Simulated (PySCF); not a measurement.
MBr for M along the fourth-period p block

CCSD(T) with double-zeta basis sets in PySCF, for the lowest determinant that a PBE0 search found; no spin–orbit coupling. De refers to high-spin ground-configuration atoms.

| M | basis | reference, frozen orbitals | state (unpaired electrons) | Re (Å) | ωe (cm⁻¹) | De (eV) |
| --- | --- | --- | --- | --- | --- | --- |
| Ga | x2c-SVPall | RHF, 18 | singlet (closed shell) | 2.361 | 276 | 4.07 |
| Ge | cc-pVDZ-PP | UHF, 8 | doublet (π ↑) | 2.352 | 292 | 3.15 |
| Se | x2c-SVPall | UHF, 18 | doublet (π ↑) | 2.315 | 303 | 1.90 |

The shortest bond is that of SeBr (2.315 Å), the longest that of GaBr (2.361 Å). GaBr is bound most strongly (4.07 eV) and SeBr least (1.90 eV).

The rows differ in basis set, which adds steps of its own.

The state changes along the series, so neighbouring rows are not always alike in their bonding.

Correlated steps freeze the inner cores (8 to 18 orbitals); shallow outer-core shells are correlated. Correlated levels converge slowly with the basis: in double zeta they bind strong bonds too weakly, by up to about 1 eV, and carry superposition errors of some tenths. Where the molecule has an RHF reference, its open-shell atoms are computed with UHF. States were picked by a PBE0 search and need not be the measured ground states.
